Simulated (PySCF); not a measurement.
CH₆O₂Si₂.

```xyz
11

O     -1.5642    -0.0879     0.0000
C     -0.3676    -0.3507     0.0000
Si     0.2430    -2.1945     0.0000
Si     0.7740     1.2340     0.0000
O     -0.3530     2.4530     0.0000
H      1.0925    -2.3936     1.2110
H     -0.9143    -3.1282     0.0000
H      1.0925    -2.3936    -1.2110
H      1.6390     1.2436     1.2130
H      1.6390     1.2436    -1.2130
H     -1.2437     2.0571     0.0000
```

The structure is a stationary point at B3LYP-D3(BJ)/def2-SVP. The geometry has at least one imaginary mode, so it is a saddle point at that level. The structure was generated by enumeration, and PubChem lists no compound with its InChIKey, so it may never have been made. One conformer was computed; it need not be the lowest.

Computed with HF/pcSseg-1 (PySCF). Non-relativistic, no solvent.

**Question.** Give the absolute GIAO shielding of each atom: isotropic value and principal components (ppm). (Estimate from the structure and the level; the computed values follow.)

**Answer.** 
```
atom  σ(iso)      σ11     σ22    σ33    span
----  ------  -------  ------  -----  ------
O1    -837.1  -2277.9  -689.1  455.8  2733.7
C2    -124.4   -349.3  -145.0  121.1   470.3
Si3    464.7    424.3   480.9  489.1    64.8
Si4    440.2    383.4   428.2  508.9   125.4
O5     350.6    314.2   365.4  372.2    58.0
H6      27.6     25.0    26.7   31.1     6.1
H7      27.9     24.4    26.6   32.7     8.2
H8      27.6     25.0    26.7   31.1     6.1
H9      27.2     23.7    26.6   31.3     7.6
H10     27.2     23.7    26.6   31.3     7.6
H11     28.2     16.6    23.1   44.8    28.1
```
